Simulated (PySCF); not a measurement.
Ta(S)(F)(OH)2 (FH2O2STa), SMILES [OH][Ta]([OH])([F])=[S], multiplicity 1.

The structure is a stationary point at B3LYP-D3(BJ)/def2-SVP. The spin state was assumed, not searched. The structure was generated by enumeration; whether it is a known compound was not checked. The def2 effective core potentials stand for the cores of Ta; spin–orbit coupling is left out. Other conformers were not sampled.

Computed with TDDFT-LC-ωPBE/def2-SVPD run with PySCF.

Vertical excitations. Isolated molecule, no solvent. State labels are in the subgroup Cs.

```csv
state,symmetry,energy (eV),λ (nm),f,main pairs
S1,A",4.43,280,0.000,"HOMO→LUMO 76 %, HOMO−1→LUMO+1 19 %"
S2,A',4.75,261,0.002,"HOMO−1→LUMO 52 %, HOMO→LUMO+1 44 %"
S3,A",4.78,259,0.001,"HOMO−1→LUMO+1 76 %, HOMO→LUMO 19 %"
S4,A",5.64,220,0.001,HOMO−2→LUMO 93 %
S5,A',5.77,215,0.057,"HOMO→LUMO+1 31 %, HOMO−1→LUMO 23 %, HOMO−2→LUMO+1 19 %, HOMO−2→LUMO+3 10 %"
S6,A',5.81,213,0.017,HOMO−2→LUMO+1 72 %
S7,A",5.99,207,0.018,"HOMO−1→LUMO+3 78 %, HOMO−1→LUMO+2 15 %"
S8,A',6.00,207,0.029,"HOMO→LUMO+3 74 %, HOMO→LUMO+2 17 %"
S9,A",6.34,196,0.001,"HOMO→LUMO+4 58 %, HOMO→LUMO+6 23 %, HOMO−1→LUMO+5 14 %"
S10,A',6.51,190,0.012,"HOMO−1→LUMO+4 59 %, HOMO−1→LUMO+6 22 %, HOMO−2→LUMO+3 9 %"
T1,A',3.83,324,0,"HOMO−1→LUMO 66 %, HOMO→LUMO+1 24 %"
T2,A",4.11,302,0,"HOMO→LUMO 69 %, HOMO−1→LUMO+1 23 %"
T3,A',4.15,299,0,"HOMO→LUMO+1 67 %, HOMO−1→LUMO 25 %"
T4,A",4.54,273,0,"HOMO−1→LUMO+1 70 %, HOMO→LUMO 25 %"
```
Triplets are in the Tamm–Dancoff approximation, which puts them higher than full response would, so one can lie above its singlet here.
